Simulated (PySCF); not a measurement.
System: CH$_{8}$OSi$_{2}$, charge 0, multiplicity 1. 
Coordinates optimised at B3LYP-D3(BJ)/def2-TZVP (Ansatz):
SMILES: [SiH2](C)O[SiH3]
```xyz
12

C      2.4724    -0.1402     0.4071
Si     0.9669    -0.0118    -0.6795
O     -0.3766     0.0046     0.2655
Si    -2.0075     0.0786     0.3555
H      2.4476    -1.0560     1.0007
H      2.5327     0.7084     1.0912
H      3.3813    -0.1529    -0.1993
H      1.0077     1.2341    -1.4851
H      0.8918    -1.1671    -1.6082
H     -2.3986     0.0244     1.7806
H     -2.4995     1.3419    -0.2437
H     -2.6156    -1.0638    -0.3671
```
Charge 0, spin multiplicity 1.

Dispersion corrections to the total energy (kcal/mol) from the dftd3 and dftd4 libraries through PySCF: D3(BJ) without and D4 with the three-body term, each with the damping fitted for the functional named.

```
functional  D3(BJ)      D4
----------  ------  ------
PBE0         -4.75     [?]
BHLYP          [?]   -6.68
B2GP-PLYP    -4.11   -2.29
HSE06        -3.81   -4.24
LC-wPBE      -5.29   -5.97
PW6B95         [?]   -4.55
BLYP        -11.58  -11.67
```

Fill in the missing entries.


- PBE0, D4: -4.54
- BHLYP, D3(BJ): -7.76
- PW6B95, D3(BJ): -3.03
